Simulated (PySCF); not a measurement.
# ICl: frontier orbitals

PBE at R = 2.360 Å; PySCF, scalar-relativistic core potentials, basis sets I def2-SVP with ECP28, Cl def2-SVP. State: ¹Σ⁺ (singlet), closed shell. Only the outer orbitals are listed, counted within each symmetry, core potentials removing the inner ones.

```json
{"orbital": "7σ", "occ.": "2", "ε (eV)": "-21.06", "on I (%)": "22", "main shells (%)": "75 Cl s, 19 I s"}
{"orbital": "8σ", "occ.": "2", "ε (eV)": "-17.40", "on I (%)": "77", "main shells (%)": "76 I s, 21 Cl s"}
{"orbital": "9σ", "occ.": "2", "ε (eV)": "-10.50", "on I (%)": "41", "main shells (%)": "56 Cl p, 37 I p"}
{"orbital": "4π", "occ.": "2", "ε (eV)": "-8.56", "on I (%)": "32", "main shells (%)": "68 Cl p, 32 I p"}
{"orbital": "4π", "occ.": "2", "ε (eV)": "-8.56", "on I (%)": "32", "main shells (%)": "68 Cl p, 32 I p"}
{"orbital": "5π", "occ.": "2", "ε (eV)": "-6.48", "on I (%)": "69", "main shells (%)": "68 I p, 31 Cl p"}
{"orbital": "5π", "occ.": "2", "ε (eV)": "-6.48", "on I (%)": "69", "main shells (%)": "68 I p, 31 Cl p"}
{"orbital": "10σ", "occ.": "0", "ε (eV)": "-4.47", "on I (%)": "63", "main shells (%)": "59 I p, 37 Cl p"}
{"orbital": "11σ", "occ.": "0", "ε (eV)": "5.70", "on I (%)": "100", "main shells (%)": "89 I s, 10 I d"}
{"orbital": "12σ", "occ.": "0", "ε (eV)": "7.50", "on I (%)": "91", "main shells (%)": "67 I p, 20 I d"}
```

Q: Which are the highest filled and the lowest empty level, where do they sit, and how wide is the gap?

A: Highest filled 5π at -6.48 eV (in %: 68 I p, 31 Cl p); lowest empty 10σ at -4.47 eV (in %: 59 I p, 37 Cl p); the gap at PBE is 2.01 eV.

```json
{"bond order (Mayer)": "1.03", "⟨S²⟩": "0.000", "charge on I (Mulliken, basis-dependent)": "0.17", "charge on I (Löwdin, basis-dependent)": "0.10", "dipole moment (positive dipole means I(−)Cl(+))": "-1.27 D", "polarisability along the bond": "49.4 bohr³", "polarisability across the bond": "21.3 bohr³"}
```

Spin–orbit coupling is left out.
